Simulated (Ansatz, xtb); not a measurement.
Stretching the Mg1–H2 bond in H2MgSe (SMILES [MgH][SeH]) (multiplicity 1 held, fragments rigid). Energies count from the point at 1.689 Å.
Geometry at that point (charge 0, multiplicity 1):
| atom | x (Å) | y (Å) | z (Å) |
|---|---|---|---|
| Mg | -0.9098 | -0.7986 | -1.2496 |
| H | -1.7924 | -1.5775 | -2.4609 |
| Se | 0.3558 | 0.3557 | 0.4797 |
| H | 0.6118 | -0.9339 | 1.1476 |

R- and RO- levels are restricted; in cc, def2 and unpolarised 6-31G sets they are followed outwards from rest. Unrestricted levels (U-) break spin symmetry where that is lower. Active spaces are followed from a long bond inwards. Levels need not reach the same state.

Correlated levels freeze the cores. Filled d and f shells under p-block atoms count as core.

Programs: Ansatz (a quantum-chemistry and plane-wave program); xtb for the GFN methods. Each number belongs to the level named beside it. The GFN methods have no spin term and hold the electronic entropy of 300 K.

Energies in kcal/mol.

| R (Å) | GFN2-xTB | R-CCSD(T)/def2-SVPD | U-CCSD(T)/def2-SVPD | FIC-MRCISD+Q on CASSCF(2,2)/def2-SVPD |
|---|---|---|---|---|
| 1.351 | 7.5 | 20.8 | 20.8 | 20.8 |
| 1.520 | -0.3 | 4.4 | 4.4 | 4.4 |
| 1.689 | 0.0 | 0.0 | 0.0 | 0.0 |
| 1.858 | 3.2 | 2.2 | 2.2 | 2.2 |
| 2.027 | 7.4 | 7.7 | 7.7 | 7.7 |
| 2.280 | 14.5 | 18.6 | 18.6 | 18.7 |
| 2.534 | 22.4 | 30.1 | 30.2 | 30.1 |
| 2.956 | 35.8 | 46.6 | 46.9 | 46.6 |
| 3.378 | 48.4 | 57.8 | 58.7 | 57.9 |
| 3.885 | 61.1 | 64.0 | 66.0 | 64.9 |
| 4.560 | 73.2 | 64.7 | 68.3 | 68.0 |
| 5.405 | 81.5 | 62.9 | 68.7 | 68.8 |

Doubts at one or more of the structures used: a restricted determinant that unrestricted orbitals would lower (R-CCSD(T)/def2-SVPD); T1 above 0.05 (R-CCSD(T)/def2-SVPD, U-CCSD(T)/def2-SVPD); other coupled-cluster roots lie near (R-CCSD(T)/def2-SVPD); a spin-contaminated determinant (U-CCSD(T)/def2-SVPD).
